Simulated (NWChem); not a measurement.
Program: NWChem. System: dimethyl carbonate (C$_{3}$H$_{6}$O$_{3}$), charge 0, spin multiplicity 1, at a geometry optimised with PBE/def2-SVP. Level: MP2/def2-SVP, 6 core orbitals frozen.

Input file:

```
start mol
memory heap 200 mb stack 900 mb global 1100 mb
geometry units angstroms nocenter noautoz
  C     -2.333262    -0.101074     0.018583
  O     -1.086968    -0.046765     0.717709
  C      0.000000     0.000000    -0.077188
  O      0.000000     0.000000    -1.292767
  O      1.086968     0.046765     0.717709
  C      2.333262     0.101074     0.018583
  H     -2.397455    -1.009632    -0.614515
  H     -3.117175    -0.123396     0.796787
  H     -2.465716     0.786808    -0.632813
  H      3.117175     0.123396     0.796787
  H      2.397455     1.009632    -0.614515
  H      2.465716    -0.786808    -0.632813
  symmetry group C2
end
basis spherical
  * library def2-svp
end
scf
  rhf
  nopen 0
  maxiter 100
  thresh 1e-7
  semidirect memsize 60000000 filesize 0
end
mp2
  freeze core 6
end
task mp2 energy
```

Part of the output:

```
             Northwest Computational Chemistry Package (NWChem) 7.3.0
             --------------------------------------------------------

                                NWChem Input Module
                                -------------------

 Scaling coordinates for geometry "geometry" by  1.889725989
 (inverse scale =  0.529177249)

 Turning off AUTOSYM since
 SYMMETRY directive was detected!

                             Geometry "geometry" -> ""
                             -------------------------

 Output coordinates in angstroms (scale by  1.889725989 to convert to a.u.)

  No.       Tag          Charge          X              Y              Z
 ---- ---------------- ---------- -------------- -------------- --------------
    1 C                    6.0000    -2.33326200    -0.10107400     0.01858300
    2 O                    8.0000    -1.08696800    -0.04676500     0.71770900
    3 C                    6.0000     0.00000000     0.00000000    -0.07718800
    4 O                    8.0000     0.00000000     0.00000000    -1.29276700
    5 O                    8.0000     1.08696800     0.04676500     0.71770900
    6 C                    6.0000     2.33326200     0.10107400     0.01858300
    7 H                    1.0000    -2.39745500    -1.00963200    -0.61451500
    8 H                    1.0000    -3.11717500    -0.12339600     0.79678700
    9 H                    1.0000    -2.46571600     0.78680800    -0.63281300
   10 H                    1.0000     3.11717500     0.12339600     0.79678700
   11 H                    1.0000     2.39745500     1.00963200    -0.61451500
   12 H                    1.0000     2.46571600    -0.78680800    -0.63281300

 Effective nuclear repulsion energy (a.u.)     250.6976524283

            Nuclear Dipole moment (a.u.)
            ----------------------------
        X                 Y               Z
 ---------------- ---------------- ----------------
    -0.0000000000     0.0000000000    -0.0000113384

      Symmetry information
      --------------------

 Group name             C2
 Group number              4
 Group order               2
 No. of unique centers     7

      Symmetry unique atoms

     1    2    3    4    7    8    9


 Summary of "ao basis" -> "" (spherical)
 ------------------------------------------------------------------------------
       Tag                 Description            Shells   Functions and Types
 ---------------- ------------------------------  ------  ---------------------
 *                          def2-svp                  on all atoms

 Summary of "ao basis" -> "ao basis" (spherical)
 ------------------------------------------------------------------------------
       Tag                 Description            Shells   Functions and Types
 ---------------- ------------------------------  ------  ---------------------
 C                          def2-svp                 6       14   3s2p1d
 O                          def2-svp                 6       14   3s2p1d
 H                          def2-svp                 3        5   2s1p

                                 NWChem SCF Module
                                 -----------------

  ao basis        = "ao basis"
  functions       =   114
  atoms           =    12
  closed shells   =    24
  open shells     =     0
  charge          =   0.00
  wavefunction    = RHF
  use symmetry    = T
  symmetry adapt  = T

 Summary of "ao basis" -> "ao basis" (spherical)
 ------------------------------------------------------------------------------
[...]
   Bfn.  Coefficient  Atom+Function         Bfn.  Coefficient  Atom+Function
  ----- ------------  ---------------      ----- ------------  ---------------
     3      2.074899   1 C  s                73     -2.074899   6 C  s
    86     -0.966633   7 H  s               106      0.966633  11 H  s
    91     -0.961745   8 H  s               101      0.961745  10 H  s
    96     -0.921816   9 H  s               111      0.921816  12 H  s
     7     -0.258946   1 C  px               77     -0.258946   6 C  px

 Vector   27  Occ=0.000000D+00  E= 2.032139D-01  Symmetry=b
              MO Center= -4.7D-15, -5.2D-16, -3.3D-01, r^2= 3.1D+00
   Bfn.  Coefficient  Atom+Function         Bfn.  Coefficient  Atom+Function
  ----- ------------  ---------------      ----- ------------  ---------------
    36      0.653207   3 C  py               96      0.497407   9 H  s
   111     -0.497407  12 H  s                33      0.488673   3 C  py
    50     -0.443864   4 O  py               86     -0.423336   7 H  s
   106      0.423336  11 H  s                 8     -0.381536   1 C  py
    78     -0.381536   6 C  py               47     -0.322748   4 O  py

 center of mass
 --------------
 x =   0.00000000 y =   0.00000000 z =   0.01874983

 moments of inertia (a.u.)
 ------------------
         177.756333153102         -32.246415139153          -0.000000000000
         -32.246415139153         921.366656052626          -0.000000000000
          -0.000000000000          -0.000000000000         769.667118503571

  Mulliken analysis of the total density
  --------------------------------------

    Atom       Charge   Shell Charges
 -----------   ------   -------------------------------------------------------
    1 C    6     5.79   1.99  0.86  0.19  1.95  0.74  0.06
    2 O    8     8.51   1.99  1.06  0.74  2.86  1.84  0.02
    3 C    6     5.28   1.99  0.89  0.03  1.82  0.36  0.19
    4 O    8     8.45   1.99  1.07  0.73  2.81  1.83  0.02
    5 O    8     8.51   1.99  1.06  0.74  2.86  1.84  0.02
    6 C    6     5.79   1.99  0.86  0.19  1.95  0.74  0.06
    7 H    1     0.95   0.75  0.17  0.02
    8 H    1     0.94   0.75  0.16  0.02
    9 H    1     0.95   0.75  0.17  0.02
   10 H    1     0.94   0.75  0.16  0.02
   11 H    1     0.95   0.75  0.17  0.02
   12 H    1     0.95   0.75  0.17  0.02

       Multipole analysis of the density wrt the origin
       ------------------------------------------------

     L   x y z        total         open         nuclear
     -   - - -        -----         ----         -------
     0   0 0 0     -0.000000      0.000000     48.000000

     1   1 0 0     -0.000000      0.000000     -0.000000
     1   0 1 0     -0.000000      0.000000      0.000000
     1   0 0 1      0.077374      0.000000     -0.000011

     2   2 0 0    -17.659189      0.000000    454.674984
     2   1 1 0      0.333878      0.000000     19.189459
     2   1 0 1      0.000000      0.000000      0.000000
     2   0 2 0    -25.445135      0.000000     12.373321
     2   0 1 1     -0.000000      0.000000      0.000000
     2   0 0 2    -31.400462      0.000000     87.410599

                   NWChem MP2 Semi-direct Energy/Gradient Module
                   ---------------------------------------------

  Basis functions       =    114
  Molecular orbitals    =    114
  Frozen core           =      6
  Frozen virtuals       =      0
  Active alpha occupied =     18
  Active beta occupied  =     18
  Active alpha virtual  =     90
  Active beta virtual   =     90
  Use MO symmetry       = T
  Use skeleton AO sym   = T

  AO/Fock/Back tols     =   1.0D-09  1.0D-09  1.0D-09

 GA uses MA = F    GA memory limited = T

 Available:
  local mem=  1.26D+08
 global mem=  1.44D+08
 local disk=  0.00D+00
  mp2_memr nvloc                    90
  nvloc new                    90
   1 passes of  18:        3145728                      67821                  33340186.
   1 passes of  18: M    126140381           G      144153208           F     122994653.

 Semi-direct pass number   1 of   1  for RHF alpha+beta  at        1.7s
  vrange nnbf                  6049
  mp2_eaftype                   127  avail_ma_in_mb                  1099
 EAF : mp2_eaftype filesize         127   16670093.
  mp2_eaf for mointskh                    127
Node 0 wrote     78.4 Mb in      0.0 s     Agg I/O rate:  5117.9 Mb/s
 Done moints_semi at        4.0s
  mp2_eaftype                   127  avail_ma_in_mb                   972
 EAF : mp2_eaftype filesize         127   16670093.
  mp2_eaf for kh                   127
 Done maket at        4.3s
 Done multipass loop at        4.3s

          -------------------------------------------
          SCF energy                -341.433311248240
          Correlation energy          -0.954831121612
          Singlet pairs               -0.588964203391
          Triplet pairs               -0.365866918221
          Total MP2 energy          -342.388142369852
          -------------------------------------------

          ---------------------------------------------------
                    Spin Component Scaled (SCS) MP2
          Same spin pairs                     -0.243911278814
          Same spin scaling factor             0.333333333333
          Opposite spin pairs                 -0.710919842798
          Opposite spin scaling fact.          1.200000000000
          SCS-MP2 correlation energy          -0.934407570962
          Total SCS-MP2 energy              -342.367718819202
          ---------------------------------------------------

 -----------------------
 Performance information
 -----------------------

 Timer overhead =  1.53D-07 seconds/call

               Nr. of calls         CPU time (s)                 Wall time (s)                GFlops
             ---------------    -------------------     ------------------------------   -------------------
Name         Min   Avg   Max    Min     Avg     Max     Min     Avg     Max   Mx/calls   Min     Max     Sum
mp2: moin     1     1     1    2.3     2.3     2.3      2.3     2.3     2.3     2.3      0.0     0.0     0.0
mp2: make     1     1     1   0.24    0.24    0.24     0.24    0.24    0.24    0.24      0.0     0.0     0.0
mp2: tota     1     1     1    2.6     2.6     2.6      2.6     2.6     2.6     2.6      0.0     0.0     0.0

 The average no. of pstat calls per process was 3.00D+00
 with a timing overhead of 4.60D-07s

 Task  times  cpu:        4.3s     wall:        4.3s

 Total times  cpu:        4.3s     wall:        4.3s
```
